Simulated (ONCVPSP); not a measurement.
platinum ONCV: all-electron and pseudo phase curves

| Item | Value |
| --- | --- |
| Element | Pt |
| Generator | ONCVPSP 4.0.1 |
| Type | optimised norm-conserving Vanderbilt (ONCV) |
| Functional | LDA (Perdew-Wang 92) |
| Relativity | scalar-relativistic |
| Frozen core | [Kr] 4d10 4f14 5s2 |
| Valence charge | 16 |
| Reference configuration | 5p6 5d9 6s1 |
| Partial waves | 6s: rc 2.55 bohr, ncon 4, nbas 7, qcut 2.3 1/bohr, 2 projectors, debl 3.9 Ha; 5p: rc 1.05 bohr, ncon 4, nbas 8, qcut 6.9 1/bohr, 3 projectors, debl 3.9 Ha; 5d: rc 1.50 bohr, ncon 4, nbas 7, qcut 7.6 1/bohr, 3 projectors, debl 0.9 Ha |
| Local potential | polynomial inside 0.85 bohr (lpopt 5, dvloc0 -1 Ha) |
| Core correction | Teter function, fcfact 2.25, rcfact 1.6 |

The phase is arctan(r·R′/R) of the radial function R(r), unwrapped; energies in Ha, scanned from -4 to 5 Ha. A pole is an energy at which the radial function vanishes at the test radius. The pseudo phase is shifted by a multiple of π to meet the all-electron one at the reference energy, and phase errors are pseudo minus all-electron; the curves can meet again beyond the range given. Levels narrower than the energy grid can be missing from the lists of poles.

```tsv
channel	radius (bohr)	reference energy (Ha)	poles, all-electron	poles, pseudo	unbroken range about the reference energy with phases within 0.05 rad	phase error 1 Ha above the reference energy (rad)
s	2.59	-0.22	-3.74, 0.84	0.79, 1.67	-3.7 to 1.3	-0.010
p	1.07	-2.07	4.77	4.77	the whole range	-0.000
d	1.52	-0.23	2.02	2.02	the whole range	+0.000
```

Note: ghosts flagged at negative energy: s at -384.6 eV, p at -4641.7 eV; GHOST(+) flagged for s at 45.1 eV, p at 403.7 eV. A true bound ghost makes a file unfit for plane-wave use.

Phases in the p channel:

```csv
E (Ha),all-electron,pseudo
-3.98,-0.098,-0.098
-3.74,-0.245,-0.245
-3.50,-0.387,-0.387
-3.26,-0.520,-0.520
-3.02,-0.640,-0.640
-2.78,-0.746,-0.746
-2.54,-0.839,-0.839
-2.30,-0.919,-0.919
-2.06,-0.989,-0.989
-1.82,-1.050,-1.050
-1.58,-1.102,-1.102
-1.34,-1.149,-1.149
-1.10,-1.189,-1.189
-0.86,-1.225,-1.225
-0.62,-1.257,-1.257
-0.38,-1.286,-1.286
-0.14,-1.311,-1.311
0.10,-1.335,-1.335
0.34,-1.356,-1.356
0.58,-1.375,-1.375
0.82,-1.393,-1.393
1.06,-1.409,-1.409
1.30,-1.425,-1.425
1.54,-1.439,-1.439
1.78,-1.452,-1.452
2.02,-1.464,-1.464
2.26,-1.476,-1.476
2.50,-1.487,-1.487
2.74,-1.498,-1.498
2.98,-1.508,-1.508
3.22,-1.517,-1.517
3.46,-1.526,-1.526
3.70,-1.535,-1.535
3.94,-1.544,-1.544
4.18,-1.552,-1.552
4.42,-1.560,-1.560
4.66,-1.567,-1.567
4.90,-1.575,-1.575
```
